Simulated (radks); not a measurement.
The numbers below are computed, except where a source is named.
Question: Radial electron density D(r) = 4 pi r^2 rho(r) of an atom or ion with 19 electrons. Level of theory: scalar-relativistic Kohn-Sham, PBEsol, spin-polarised, spherical densities, finite nucleus; Fermi nuclear charge, rms radius of each element as measured or else 0.836 A^(1/3) + 0.57 fm (a radial shooting solver on a logarithmic mesh with Libxc functionals).

r (bohr),D(r) (e/bohr),spin D(r)
0.001115,1.294,-0.0000232
0.001247,1.580,-0.0000283
0.001395,1.927,-0.0000345
0.001547,2.313,-0.0000414
0.001731,2.811,-0.0000502
0.001936,3.410,-0.0000609
0.002165,4.127,-0.0000736
0.002403,4.916,-0.0000877
0.002688,5.921,-0.000105
0.003006,7.109,-0.000126
0.003362,8.506,-0.000151
0.003731,10.01,-0.000178
0.004173,11.89,-0.000210
0.004668,14.05,-0.000248
0.005221,16.52,-0.000291
0.005793,19.10,-0.000335
0.006479,22.18,-0.000388
0.007247,25.58,-0.000445
0.008106,29.27,-0.000506
0.008995,32.90,-0.000565
0.01006,36.95,-0.000628
0.01125,41.06,-0.000689
0.01259,45.07,-0.000742
0.01408,48.82,-0.000781
0.01562,51.90,-0.000795
0.01747,54.60,-0.000773
0.01954,56.50,-0.000688
0.02186,57.46,-0.000497
0.02426,57.46,-0.000163
0.02713,56.58,0.000482
0.03035,54.97,0.00163
0.03394,52.97,0.00364
0.03766,51.20,0.00682
0.04212,49.88,0.0126
0.04712,49.71,0.0223
0.0527,51.05,0.0384
0.05848,53.75,0.0623
0.06541,57.93,0.102
0.07316,62.74,0.165
0.08183,67.07,0.258
0.0908,69.56,0.383
0.1016,69.53,0.569
0.1136,66.05,0.820
0.1271,59.29,1.14
0.1421,50.33,1.54
0.1577,41.61,1.95
0.1764,33.73,2.43
0.1973,28.95,2.88
0.2207,27.80,3.25
0.2448,29.26,3.45
0.2739,31.78,3.46
0.3063,33.13,3.23
0.3426,31.75,2.79
0.3802,27.74,2.25
0.4252,21.37,1.63
0.4756,14.45,1.06
0.532,8.491,0.614
0.5903,4.524,0.328
0.6603,1.960,0.146
0.7385,0.7100,0.0551
0.826,0.2108,0.0174
0.9166,0.05604,0.00502
1.025,0.01065,0.00106
1.147,0.001546,0.000174

What is the nuclear charge?

Answer: Z = 45. The innermost maximum, from 1s, lies near gamma/Z bohr with gamma = sqrt(1 - (Z/c)^2) = 0.945, here 0.021 bohr (found: 0.0231), and its height grows with Z. The density is that of the rhodium ion Rh26+ in [Ar] 3d1; the configuration itself is not fixed sharply by these data, and Z only to a few units. D(r) has 3 maxima, at r = 0.0231, 0.0960, 0.309 bohr, and minima at 0.0453, 0.217 bohr, inside which lie 2.01, 10.58 electrons.
